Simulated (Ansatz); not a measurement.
Reaction (redistribution): `[NH2][GeH2][SiH2]F` + `N[SiH](F)[Si](N)(O)O` → `[NH2][GeH2][Si](N)(O)O` + `N[SiH](F)[SiH2]F`

Gas-phase electronic energies from Ansatz, PBE0-D4/def2-TZVP geometries. CCSD(T)/CBS adds triple-zeta CCSD(T) − MP2 to the extrapolated MP2 energy (def2 sets, frozen cores). Functionals use def2-TZVPP. For Ge outer-core shells are correlated without core-valence functions, which leaves a few kJ/mol of doubt a bond. Scalar relativity is left out up to krypton. Each species was taken in one conformer, which may not be the lowest.

```csv
species,PBE-D4 energy (Eh)
`[NH2][GeH2][SiH2]F`,-2524.21507
`N[SiH](F)[Si](N)(O)O`,-942.75060
`[NH2][GeH2][Si](N)(O)O`,-2630.79800
`N[SiH](F)[SiH2]F`,-836.16619
```

(1) Work out ΔE.

Largest T1 diagnostic among the species: 0.012.

Answers

(1) ΔE = (-2630.79800) + (-836.16619) − (-2524.21507) − (-942.75060) = 0.00148 Eh = +0.9 kcal/mol. CCSD(T)/CBS gives +0.7 kcal/mol.
